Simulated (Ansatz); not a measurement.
Reaction (redistribution): `[Cl][SnH2][Si](Cl)(Cl)Cl` + `C=C[SiH2]O` → `O[SiH2][SnH2][Cl]` + `C=C[Si](Cl)(Cl)Cl`

Gas-phase electronic energies from Ansatz, PBE0-D4/def2-TZVP geometries. CCSD(T)/CBS is the MP2 limit (def2-TZVPP, def2-QZVPP) plus CCSD(T) − MP2 in def2-TZVPP, frozen cores. def2 core potentials past Kr. For Sn outer-core shells are correlated without core-valence functions, which leaves a few kJ/mol of doubt a bond. One conformer a species, not always the lowest.

`[Cl][SnH2][Si](Cl)(Cl)Cl`:

Z-matrix (Å, degrees):
```
Sn
Si 1 2.565
Cl 1 2.333 2 104.3
H 1 1.702 2 113.0 3 -115.2
H 1 1.702 2 113.0 3 115.2
Cl 2 2.045 1 109.6 3 179.9
Cl 2 2.037 1 110.5 3 -60.4
Cl 2 2.037 1 110.5 3 60.2
```

`C=C[SiH2]O`:

Cartesian coordinates in Å:
```
C -0.553 0.523 -1.453
C -0.470 -0.547 -0.667
Si 0.478 -0.553 0.930
O 1.031 0.955 1.306
H -0.052 1.454 -1.198
H -1.113 0.520 -2.384
H -0.987 -1.455 -0.975
H -0.405 -1.085 2.008
H 1.685 -1.410 0.830
H 0.386 1.598 1.603
```

`O[SiH2][SnH2][Cl]`:

```xyz
9

O    -0.081   -0.247    2.005
Si   -0.819    0.597    0.808
Sn    0.300   -0.229   -1.363
Cl    2.158   -1.259   -0.303
H     0.769   -0.644    1.781
H    -2.273    0.308    0.826
H    -0.616    2.064    0.936
H    -0.430   -1.488   -2.253
H     0.992    0.899   -2.438
```

`C=C[Si](Cl)(Cl)Cl`:

```xyz
9

C    -0.174   -1.369   -0.819
C    -0.670   -0.371   -0.094
Si    0.340    1.015    0.563
Cl    2.294    0.807    0.033
Cl    0.216    1.077    2.596
Cl   -0.349    2.793   -0.154
H    -0.804   -2.171   -1.190
H     0.880   -1.425   -1.070
H    -1.734   -0.354    0.135
```

| species | CCSD(T)/CBS(def2) energy (Eh) |
| --- | --- |
| `[Cl][SnH2][Si](Cl)(Cl)Cl` | -2343.62028 |
| `C=C[SiH2]O` | -443.99110 |
| `O[SiH2][SnH2][Cl]` | -1041.14577 |
| `C=C[Si](Cl)(Cl)Cl` | -1746.47121 |

Q: Work out ΔE.

A: ΔE = (-1041.14577) + (-1746.47121) − (-2343.62028) − (-443.99110) = -0.00560 Eh = -0.15 eV.

Largest T1 diagnostic among the species: 0.012.

In def2-TZVPP, CCSD(T) changes the Hartree–Fock value by −0.05 eV (the triples alone add −0.01 eV) and MP2 by −0.06 eV.
